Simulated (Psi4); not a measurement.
C$_{3}$H$_{9}$O, charge +1, singlet, at a GFN2-xTB geometry; Psi4 1.11 with MP2/STO-3G.

Input for Psi4:
```
memory 2 GB

molecule mol {
1 1
O     0.055860   -0.683295    0.107833
C    -0.012671    0.787353    0.041156
C     1.383552   -1.240263   -0.035699
C    -1.466050    1.193338   -0.026071
H     0.461946    1.147552    0.955865
H     0.549215    1.139493   -0.828412
H     1.304079   -2.323401    0.045147
H     1.839526   -0.965594   -0.987662
H     1.992555   -0.865917    0.786309
H    -1.934765    0.853175   -0.947307
H    -2.018117    0.804241    0.825532
H    -1.534529    2.277279   -0.000677
H    -0.535775   -1.043035   -0.587769
}

set {
  basis sto-3g
  reference rhf
  freeze_core true
  mp2_type conv
  scf_type pk
  puream true
  d_convergence 1e-8
}

energy('mp2')
print_variables()
```

Task: Predict the main parts of the log of this Psi4 run.

Result: 
```
   => Loading Basis Set <=

    Name: STO-3G
    Role: ORBITAL
    Keyword: BASIS

         ---------------------------------------------------------
                                   SCF
               by Justin Turney, Rob Parrish, Andy Simmonett
                          and Daniel G. A. Smith
                              RHF Reference
         ---------------------------------------------------------

  ==> Geometry <==

    Molecular point group: c1
    Full point group: C1

    Geometry (in Angstrom), charge = 1, multiplicity = 1:

       Center              X                  Y                   Z               Mass
    ------------   -----------------  -----------------  -----------------  -----------------
         O            0.057881534788    -0.666717593352     0.095835111609    15.994914619570
         C           -0.010649465212     0.803930406648     0.029158111609    12.000000000000
         C            1.385573534788    -1.223685593352    -0.047696888391    12.000000000000
         C           -1.464028465212     1.209915406648    -0.038068888391    12.000000000000
         H            0.463967534788     1.164129406648     0.943867111609     1.007825032230
         H            0.551236534788     1.156070406648    -0.840409888391     1.007825032230
         H            1.306100534788    -2.306823593352     0.033149111609     1.007825032230
         H            1.841547534788    -0.949016593352    -0.999659888391     1.007825032230
         H            1.994576534788    -0.849339593352     0.774311111609     1.007825032230
         H           -1.932743465212     0.869752406648    -0.959304888391     1.007825032230
         H           -2.016095465212     0.820818406648     0.813534111609     1.007825032230
         H           -1.532507465212     2.293856406648    -0.012674888391     1.007825032230
         H           -0.533753465212    -1.026457593352    -0.599766888391     1.007825032230

  Running in c1 symmetry.

  Rotational constants: A =      0.84955  B =      0.13188  C =      0.12312 [cm^-1]
  Rotational constants: A =  25468.85786  B =   3953.64411  C =   3690.90278 [MHz]
  Nuclear repulsion =  141.846810468987172

  Charge       = 1
  Multiplicity = 1
  Electrons    = 34
  Nalpha       = 17
  Nbeta        = 17

  ==> Algorithm <==

  SCF Algorithm Type is PK.
  DIIS enabled.
  MOM disabled.
  Fractional occupation disabled.
  Guess Type is SAD.
  Energy threshold   = 1.00e-08
  Density threshold  = 1.00e-08
  Integral threshold = 1.00e-12

  ==> Primary Basis <==

  Basis Set: STO-3G
    Blend: STO-3G
    Number of shells: 21
    Number of basis functions: 29
    Number of Cartesian functions: 29
    Spherical Harmonics?: true
    Max angular momentum: 1

  ==> Integral Setup <==

  Using in-core PK algorithm.
   Calculation information:
      Number of atoms:                  13
      Number of AO shells:              21
      Number of primitives:             63
      Number of atomic orbitals:        29
      Number of basis functions:        29

      Integral cutoff                 1.00e-12
      Number of threads:                 1

  Performing in-core PK
  Using 189660 doubles for integral storage.
  We computed 26028 shell quartets total.
  Whereas there are 26796 unique shell quartets.

  ==> DiskJK: Disk-Based J/K Matrices <==

    J tasked:                  Yes
    K tasked:                  Yes
    wK tasked:                  No
    Schwarz Cutoff:          1E-12

  Minimum eigenvalue in the overlap matrix is 2.0859284492E-01.
  Reciprocal condition number of the overlap matrix is 8.3906685301E-02.
    Using symmetric orthogonalization.

  ==> Pre-Iterations <==

  SCF Guess: Superposition of Atomic Densities via on-the-fly atomic UHF (no occupation information).

   -------------------------
    Irrep   Nso     Nmo
   -------------------------
     A         29      29
   -------------------------
    Total      29      29
   -------------------------

  ==> Iterations <==

[...]
  @RHF Final Energy:  -191.11326824180227
    Total Energy =                       -191.1132682418022739
  DIE_IF_NOT_CONVERGED          => (empty)
[...]
  PARENT_SYMMETRY               => (empty)
  PCG_BETA_TYPE                 => (empty)
  PCG_CONVERGENCE               => (empty)
  PCG_MAXITER                   => (empty)
  PCM                           => (empty)
  PE                            => (empty)
  PRINT                         => (empty)
  PRINT_NOONS                   => (empty)
  PROPERTIES                    => (empty)
  PROPERTIES_ORIGIN             => (empty)
  PUREAM                        => TRUE            !
  QC_MODULE                     => (empty)
  RAS1                          => (empty)
  RAS2                          => (empty)
  RAS3                          => (empty)
  RAS4                          => (empty)
  RELATIVISTIC                  => (empty)
  RELAXED                       => (empty)
  REMP_A                        => (empty)
  RESTRICTED_DOCC               => (empty)
  RESTRICTED_UOCC               => (empty)
  RMS_MOGRAD_CONVERGENCE        => (empty)
  R_CONVERGENCE                 => (empty)
  SCF_TYPE                      => PK              !
  SCREENING                     => (empty)
  SCS_TYPE                      => (empty)
  SOCC                          => (empty)
  SOS_TYPE                      => (empty)
  SPIN_SCALE_TYPE               => NONE            !
  SS_SCALE                      => (empty)
  SYMMETRIZE                    => (empty)
  TPDM_ABCD_TYPE                => (empty)
  WFN                           => (empty)
  WFN_TYPE                      => OMP2            !
  WRITER_FILE_LABEL             => (empty)
  ZORA_BASIS_TOLERANCE          => (empty)
  ZORA_NR_DEBUG                 => (empty)
  ZORA_PRUNING_SCHEME           => (empty)
  ZORA_RADIAL_POINTS            => (empty)
  ZORA_SPHERICAL_POINTS         => (empty)

 ==============================================================================
 ==============================================================================
 ==============================================================================

                             MP2
                    Program Written by Ugur Bozkaya,
              Additional Contributions by J. P. Misiewicz

 ==============================================================================
 ==============================================================================
 ==============================================================================

	MO spaces per irreps...

	IRREP   FC    OCC   VIR  FV
	==============================
	   A     4    13    12    0
	==============================

	Cost of iabc is      0 MB
	Cost of abcd is      0 MB
	Switching to the incore algorithm for iabc..
	Switching to the incore algorithm for abcd..

	Computing MP2 energy using SCF MOs (Canonical MP2)...
	==============================================================================
	Nuclear Repulsion Energy (a.u.)    :   141.84681046898717
	SCF Energy (a.u.)                  :  -191.11326824180227
	REF Energy (a.u.)                  :  -191.11326824180227
	Alpha-Alpha Contribution (a.u.)    :    -0.01076773184440
	Alpha-Beta Contribution (a.u.)     :    -0.17935892775198
	Beta-Beta Contribution (a.u.)      :    -0.01076773184440
	Scaled_SS Correlation Energy (a.u.):    -0.00717848789627
	Scaled_OS Correlation Energy (a.u.):    -0.21523071330238
	SCS-MP2 Total Energy (a.u.)        :  -191.33567744300095
	SOS-MP2 Total Energy (a.u.)        :  -191.32849895510466
	SCSN-MP2 Total Energy (a.u.)       :  -191.15117065789454
	SCS-MP2-VDW Total Energy (a.u.)    :  -191.35361540116921
	SOS-PI-MP2 Total Energy (a.u.)     :  -191.36437074065506
	MP2 Correlation Energy (a.u.)      :    -0.20089439144079
	MP2 Total Energy (a.u.)            :  -191.31416263324306
	==============================================================================

  Variable Map:
  ----------------------------------------------------------------------------
[...]
  Array Variable Map:
  ----------------------------------------------------------------------------
[...]
[...]
```
